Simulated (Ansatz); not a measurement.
Species: difluoro(diiodo)silane, sum formula SiI2F2, net charge 0, singlet state. 
Structure (B3LYP-D3(BJ)/def2-TZVP (Ansatz, a program for electronic structure) minimum search):
```
Si
F 1 1.5839
F 1 1.5839 2 106.82
I 1 2.4180 2 109.00 3 -117.64
I 1 2.4180 2 109.00 3 117.64
```

Parts of the frozen-core correlation energy in def2-SVPD (Ansatz, hartree). Frozen orbitals: 25; correlated occupied orbitals by spin: 16 and 16; virtual: 99 and 99. No spin-orbit coupling. Past Kr the def2 sets carry scalar-relativistic core potentials.

```csv
term,value
reference (HF),-1081.07903
MP2 opposite-spin,___
MP2 same-spin,-0.19188
CCSD correlation,___
(T),___
T1 diagnostic,0.014
largest doubles amplitude,0.024
```

Q: Fill in the missing entries.

A: 
- MP2 opposite-spin, value: -0.49356
- CCSD correlation, value: -0.70758
- (T), value: -0.01911
